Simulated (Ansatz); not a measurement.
Stepwise reaction of triethylaluminium with hydrogen, as a gas-phase model of exchange steps in deposition or etching. ΔE in kJ/mol.

Computed with Ansatz on PBE0-D4/def2-TZVP structures; ΔE is electronic, products minus reactants. CCSD(T)/CBS adds triple-zeta CCSD(T) − MP2 to the extrapolated MP2 energy (def2 sets, frozen cores). This one scheme is used for every species. Functionals use def2-TZVPP. B3LYP here is the variant with VWN-RPA as its local correlation; programs differ in this. One conformer a species, not always the lowest.

```csv
step,reaction,PBE-D4,B3LYP-D4,ωB97M-V,CCSD(T)/CBS
1,`C[CH2][Al]([CH2]C)[CH2]C` + H₂ → `C[CH2][AlH][CH2]C` + `CC`,-29.2,-34.9,-32.7,-31.4
2,`C[CH2][AlH][CH2]C` + H₂ → `C[CH2][AlH2]` + `CC`,-29.9,-36.2,-34.7,-33.5
```

(1) Give the row of step 3, `C[CH2][AlH2]` + H₂ → `[AlH3]` + `CC`. (Estimate.)

(2) By hand: ΔE of the 3 steps together at CCSD(T)/CBS.

## Answers

(1) Ansatz gave: 
| step | reaction | PBE-D4 | B3LYP-D4 | ωB97M-V | CCSD(T)/CBS |
| --- | --- | --- | --- | --- | --- |
| 3 | `C[CH2][AlH2]` + H₂ → `[AlH3]` + `CC` | -28.6 | -35.7 | -33.5 | -32.9 |

(2) (-31.4) + (-33.5) + (-32.9) = -97.8 kJ/mol, or -32.6 kJ/mol a step.

In ΔE the steps differ by no more than 2.1 kJ/mol. All are downhill at CCSD(T)/CBS. PBE-D4 differs from CCSD(T)/CBS by 2.2 to 4.3 kJ/mol a step. Isolated molecules leave out the surface, adducts and barriers. Largest T1 diagnostic: 0.009.
